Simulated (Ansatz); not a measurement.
Basis-set series for `C#C[SiH](O)F`. The species carries charge 0 and has multiplicity 1. The structure was optimised at the PBE0-D4/def2-TZVP level. It is one conformer, not always the lowest.

| functional | basis | functions | energy (Eh) | HOMO (eV) | LUMO (eV) |
| --- | --- | --- | --- | --- | --- |
| PBE0-D4 | def2-TZVPP | 208 | -542.36515 | -8.73 | -0.54 |
| PBE0-D4 | def2-QZVPP | 388 | -542.38977 | -8.75 | -0.62 |
| ωB97M-V | def2-TZVPP | 208 | -542.66805 | -11.01 | 1.43 |
| ωB97M-V | def2-QZVPP | 388 | -542.69075 | -11.03 | 1.22 |

**Question.** Give the rows for def2-SVP. (Best estimate.)

**Answer.** Ansatz gave: 
```csv
functional,basis,functions,energy (Eh),HOMO (eV),LUMO (eV)
PBE0-D4,def2-SVP,89,-541.94201,-8.65,-0.25
ωB97M-V,def2-SVP,89,-542.23684,-10.91,1.88
```

Positive LUMOs are unbound and depend on the basis.
